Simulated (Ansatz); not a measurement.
Geometry optimisation, DFT LDA, scalar-relativistic, plane waves, PAW (Ansatz).

input.yaml

```yaml
crystal:
  lattice:
    - [4.58, 0.0, 0.0]
    - [3.435, 5.949595, 0.0]
    - [0.0, 0.0, 14.58843]
  atoms:
    - { symbol: Be, position: [0.0, 0.0, 0.0685475] }
    - { symbol: Be, position: [0.5, 0.0, 0.0685475] }
    - { symbol: Be, position: [0.0, 0.3333333, 0.0685475] }
    - { symbol: Be, position: [0.5, 0.3333333, 0.0685475] }
    - { symbol: Be, position: [0.0, 0.6666667, 0.0685475] }
    - { symbol: Be, position: [0.5, 0.6666667, 0.0685475] }
    - { symbol: Be, position: [-0.1666667, 0.2222222, 0.1915364] }
    - { symbol: Be, position: [0.3333333, 0.2222222, 0.1915364] }
    - { symbol: Be, position: [-0.1666667, 0.5555556, 0.1915364] }
    - { symbol: Be, position: [0.3333333, 0.5555556, 0.1915364] }
    - { symbol: Be, position: [-0.1666667, 0.8888889, 0.1915364] }
    - { symbol: Be, position: [0.3333333, 0.8888889, 0.1915364] }
    - { symbol: Be, position: [0.0, 0.0, 0.3145253] }
    - { symbol: Be, position: [0.5, 0.0, 0.3145253] }
    - { symbol: Be, position: [0.0, 0.3333333, 0.3145253] }
    - { symbol: Be, position: [0.5, 0.3333333, 0.3145253] }
    - { symbol: Be, position: [0.0, 0.6666667, 0.3145253] }
    - { symbol: Be, position: [0.5, 0.6666667, 0.3145253] }
    - { symbol: Co, position: [0.3042686, 0.905216, 0.4475074], spin: 1.0 }
magnetization:
  spin_polarized: true
basis:
  ecutwfc: 420.0
kpoints:
  mp_grid: { grid: [6, 4, 1] }
hamiltonian:
  xc: lda
scf:
  occupations: { method: gaussian, width: 0.05 }
  lower_state_search: "off"
relax:
  f_tol: 0.03
  max_steps: 60
  adjacent_minimum: "off"
  constraints: [{ sites: [0, 1, 2, 3, 4, 5] }]
output:
  write_density: true
  write_potential: true
  elf: true
  volumetric_format: npy
```

Launched with:

```bash
$ ansatz run input.yaml --threads 2 --pin off --max-ram 5120MiB --backend cpu --events-out ev --progress --plain --runs-dir out
```

**Question.** Where does it end, and by what steps?

**Answer.** It converged. The force dipped under the threshold on the way, but the program's further checks kept it going. Limits of this set-up: coarse k mesh, thin slab, slab without dipole correction. After 12 steps the energy has fallen by 0.876 eV; Co19 moved furthest, 1.04 Å. Joined: Be17–Co19.

| step | energy less start (eV) | largest force component (eV/Å) | accepted |
| --- | --- | --- | --- |
| 0 | 0.0000 | 2.688 | yes |
| 1 | -0.4766 | 1.920 | yes |
| 2 | -0.7455 | 0.370 | yes |
| 3 | -0.8127 | 0.094 | yes |
| 4 | -0.8191 | 0.032 | yes |
| 5 | -0.8231 | 0.047 | yes |
| 6 | -0.8306 | 0.133 | yes |
| 7 | -0.8430 | 0.192 | yes |
| 8 | -0.8696 | 0.072 | yes |
| 9 | -0.8752 | 0.021 | yes |
| 10 | -0.8751 | 0.035 | no |
| 11 | -0.8756 | 0.013 | yes |
| 12 | -0.8756 | 0.019 | yes |

```xyz
19
Lattice="4.5800 0.0000 0.0000 3.4350 5.9496 0.0000 0.0000 0.0000 14.5884" Properties=species:S:1:pos:R:3
Be 0.000 0.000 1.000
Be 2.290 0.000 1.000
Be 1.145 1.983 1.000
Be 3.435 1.983 1.000
Be 2.290 3.966 1.000
Be 4.580 3.966 1.000
Be 0.004 1.384 2.792
Be 2.308 1.275 2.835
Be 1.206 3.296 2.774
Be 3.425 3.313 2.739
Be 2.243 5.259 2.773
Be 4.569 5.297 2.765
Be -0.093 0.142 4.463
Be 2.210 -0.037 4.732
Be 1.164 1.952 4.610
Be 3.411 2.029 4.634
Be 2.333 3.973 4.618
Be 4.668 3.845 4.433
Co 3.850 4.847 5.921
```

The run took 6.3 min on 2 threads of Arm Neoverse V1 (shared host), peak memory 0.91 GiB.
